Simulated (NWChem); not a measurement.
System: C₄H₇F; SMILES C/C=C(\C)F

The following NWChem deck was run.

```
start job
memory heap 200 mb stack 900 mb global 1100 mb
geometry units angstroms noautosym nocenter noautoz
  C      0.030235     2.056738     0.000000
  C      0.680577     0.714096     0.000000
  C      0.072286    -0.473617     0.000000
  C     -1.374443    -0.810121     0.000000
  F      0.833993    -1.583193     0.000000
  H      0.332477     2.643796     0.883394
  H     -1.067208     1.999408     0.000000
  H      0.332477     2.643796    -0.883394
  H      1.775410     0.681808     0.000000
  H     -1.622493    -1.416418     0.886088
  H     -1.622493    -1.416418    -0.886088
  H     -2.005751     0.086113     0.000000
end
basis spherical
  C library def2-svp
  F library def2-svp
  H library def2-svp
end
dft
  xc m06-2x
  iterations 150
end
cosmo
  dielec 4.8
end
task dft energy
```

NWChem printed, in part:

```
             Northwest Computational Chemistry Package (NWChem) 7.3.0
             --------------------------------------------------------

                             Geometry "geometry" -> ""
                             -------------------------

 Output coordinates in angstroms (scale by  1.889725989 to convert to a.u.)

  No.       Tag          Charge          X              Y              Z
 ---- ---------------- ---------- -------------- -------------- --------------
    1 C                    6.0000     0.03023500     2.05673800     0.00000000
    2 C                    6.0000     0.68057700     0.71409600     0.00000000
    3 C                    6.0000     0.07228600    -0.47361700     0.00000000
    4 C                    6.0000    -1.37444300    -0.81012100     0.00000000
    5 F                    9.0000     0.83399300    -1.58319300     0.00000000
    6 H                    1.0000     0.33247700     2.64379600     0.88339400
    7 H                    1.0000    -1.06720800     1.99940800     0.00000000
    8 H                    1.0000     0.33247700     2.64379600    -0.88339400
    9 H                    1.0000     1.77541000     0.68180800     0.00000000
   10 H                    1.0000    -1.62249300    -1.41641800     0.88608800
   11 H                    1.0000    -1.62249300    -1.41641800    -0.88608800
   12 H                    1.0000    -2.00575100     0.08611300     0.00000000

 Effective nuclear repulsion energy (a.u.)     173.4163062744

                                 NWChem DFT Module
                                 -----------------

 Summary of "ao basis" -> "ao basis" (spherical)
 ------------------------------------------------------------------------------
       Tag                 Description            Shells   Functions and Types
 ---------------- ------------------------------  ------  ---------------------
 C                          def2-svp                 6       14   3s2p1d
 F                          def2-svp                 6       14   3s2p1d
 H                          def2-svp                 3        5   2s1p

 in cosmo_initialize ...

 solvent parameters
 solvname_short: unkn
 solvname_long:  unknown
 dielec:        4.8000

          ---------------
          -cosmo- solvent
          ---------------
 Cosmo: York-Karplus, doi: 10.1021/jp992097l
 dielectric constant -eps-     =   4.80
 screen = (eps-1)/(eps    )    =   0.79167
 surface charge correction     = lagrangian

   van der Waals surface
 --------------------------

 ---------- ATOMIC COORDINATES (A.U.) ------------ VDWR(ANG.) --
     1    0.05713587    3.88667125    0.00000000     2.000
     2    1.28610404    1.34944577    0.00000000     2.000
     3    0.13660073   -0.89500635    0.00000000     2.000
     4   -2.59732066   -1.53090671    0.00000000     2.000
     5    1.57601825   -2.99180096    0.00000000     1.720
     6    0.62829043    4.99605001    1.66937260     1.300
     7   -2.01673069    3.77833326    0.00000000     1.300
     8    0.62829043    4.99605001   -1.66937260     1.300
     9    3.35503842    1.28843030    0.00000000     1.300
    10   -3.06606719   -2.67664191    1.67446352     1.300
    11   -3.06606719   -2.67664191   -1.67446352     1.300
    12   -3.79031979    0.16272997    0.00000000     1.300
 number of segments per atom =         32
 number of   points per atom =         32
 atom (   nspa,  nppa )
 ----------------------
    1 (     16,     0 )       0
    2 (     12,     0 )       0
    3 (     12,     0 )       0
    4 (     18,     0 )       0
    5 (     20,     0 )       0
    6 (     15,     0 )       0
    7 (     14,     0 )       0
    8 (     15,     0 )       0
    9 (     16,     0 )       0
   10 (     15,     0 )       0
   11 (     15,     0 )       0
   12 (     12,     0 )       0
 number of -cosmo- surface points =      180
 molecular surface =    127.285 angstrom**2
 molecular volume  =    103.479 angstrom**3
 G(cav/disp)       =      1.496 kcal/mol
 -lineq- algorithm             =   0
 -bem- low  level              =   2
 -bem- from -octahedral-
 gaussian surface charge width =   4.50000
 degree of switching           =   1.00000
 switching function tolerance  =   0.00010
 atomic radii =
 --------------
    1  6.000  2.000
    2  6.000  2.000
    3  6.000  2.000
    4  6.000  2.000
    5  9.000  1.720
    6  1.000  1.300
    7  1.000  1.300
    8  1.000  1.300
    9  1.000  1.300
   10  1.000  1.300
   11  1.000  1.300
   12  1.000  1.300
 ...... end of -cosmo- initialization ......

[...]

                                   COSMO solvation results
                                   -----------------------

                 gas phase energy =      -256.149954104579
                 sol phase energy =      -256.153162028710
 (electrostatic) solvation energy =         0.003207924132 (    2.01 kcal/mol)

                       DFT Final Molecular Orbital Analysis
                       ------------------------------------

 Vector   18  Occ=2.000000D+00  E=-4.481443D-01
              MO Center=  2.7D-01,  3.3D-01, -8.2D-10, r^2= 3.5D+00
   Bfn.  Coefficient  Atom+Function         Bfn.  Coefficient  Atom+Function
  ----- ------------  ---------------      ----- ------------  ---------------
    19     -0.287815   2 C  py                5      0.277787   1 C  py
    60      0.273514   5 F  px               61      0.249509   5 F  py
    63     -0.196113   5 F  px               18      0.193422   2 C  px
    64     -0.176806   5 F  py               86      0.167098   9 H  s
     4     -0.145420   1 C  px              101      0.146080  12 H  s

 Vector   19  Occ=2.000000D+00  E=-4.131856D-01
              MO Center=  9.7D-02,  6.6D-01,  9.1D-11, r^2= 3.5D+00
   Bfn.  Coefficient  Atom+Function         Bfn.  Coefficient  Atom+Function
  ----- ------------  ---------------      ----- ------------  ---------------
    18     -0.272918   2 C  px                4      0.263619   1 C  px
    86     -0.258558   9 H  s                76     -0.251818   7 H  s
    46     -0.241408   4 C  px               32      0.216568   3 C  px
    60      0.187993   5 F  px               33      0.161002   3 C  py
    87     -0.148104   9 H  s                49     -0.143458   4 C  px

 Vector   20  Occ=2.000000D+00  E=-2.951465D-01
              MO Center=  3.0D-01,  2.0D-01, -1.7D-10, r^2= 2.5D+00
   Bfn.  Coefficient  Atom+Function         Bfn.  Coefficient  Atom+Function
  ----- ------------  ---------------      ----- ------------  ---------------
    20      0.392982   2 C  pz               34      0.370950   3 C  pz
    23      0.311962   2 C  pz               37      0.226918   3 C  pz
    62      0.220217   5 F  pz               65     -0.186353   5 F  pz
    71     -0.133927   6 H  s                81      0.133927   8 H  s
     6     -0.124588   1 C  pz               91     -0.112154  10 H  s

 Vector   21  Occ=0.000000D+00  E= 6.738619D-02
              MO Center=  1.6D-01,  6.8D-02, -1.8D-09, r^2= 3.1D+00
   Bfn.  Coefficient  Atom+Function         Bfn.  Coefficient  Atom+Function
  ----- ------------  ---------------      ----- ------------  ---------------
    23      0.649067   2 C  pz               37     -0.617569   3 C  pz
    34     -0.466763   3 C  pz               20      0.389224   2 C  pz
    92      0.382403  10 H  s                97     -0.382403  11 H  s
    72     -0.208974   6 H  s                82      0.208974   8 H  s
    65      0.170904   5 F  pz               51     -0.169697   4 C  pz

 Vector   22  Occ=0.000000D+00  E= 1.073428D-01
              MO Center= -9.4D-01,  8.7D-01,  4.2D-09, r^2= 7.9D+00
   Bfn.  Coefficient  Atom+Function         Bfn.  Coefficient  Atom+Function
  ----- ------------  ---------------      ----- ------------  ---------------
     3      2.073144   1 C  s                45      1.924199   4 C  s
    77     -0.841077   7 H  s                72     -0.814638   6 H  s
    82     -0.814638   8 H  s                92     -0.799385  10 H  s
    97     -0.799385  11 H  s               102     -0.794701  12 H  s
    31     -0.470023   3 C  s                87     -0.415644   9 H  s

 Vector   23  Occ=0.000000D+00  E= 1.322105D-01
              MO Center=  1.9D-01,  1.0D+00,  4.5D-09, r^2= 7.9D+00
   Bfn.  Coefficient  Atom+Function         Bfn.  Coefficient  Atom+Function
  ----- ------------  ---------------      ----- ------------  ---------------
    45      1.730374   4 C  s                 3     -1.469017   1 C  s
    87      1.149439   9 H  s                72      0.923128   6 H  s
    82      0.923128   8 H  s               102     -0.842533  12 H  s
    21     -0.623747   2 C  px               92     -0.589559  10 H  s
    97     -0.589559  11 H  s                17     -0.452524   2 C  s

     Multipole analysis of the density
     ---------------------------------

     L   x y z        total         alpha         beta         nuclear
     -   - - -        -----         -----         ----         -------
     0   0 0 0     -0.000000    -20.000000    -20.000000     40.000000

     1   1 0 0     -0.599041     -0.375380     -0.375380      0.151719
     1   0 1 0      0.550609      0.373642      0.373642     -0.196675
     1   0 0 1      0.000000      0.000000      0.000000      0.000000

     2   2 0 0    -21.637581    -71.902750    -71.902750    122.167920
     2   1 1 0      1.827601     -4.691642     -4.691642     11.210885
     2   1 0 1      0.000000      0.000000      0.000000      0.000000
     2   0 2 0    -22.791080   -151.996351   -151.996351    281.201622
     2   0 1 1     -0.000000     -0.000000     -0.000000      0.000000
     2   0 0 2    -23.223825    -17.202545    -17.202545     11.181266
```

Level: M06-2X/def2-SVP, COSMO on the gas-phase geometry. Geometry: optimised at PBE0/def2-SVP. COSMO prints the solvation energy as gas minus solution, so a positive value is a stabilisation.
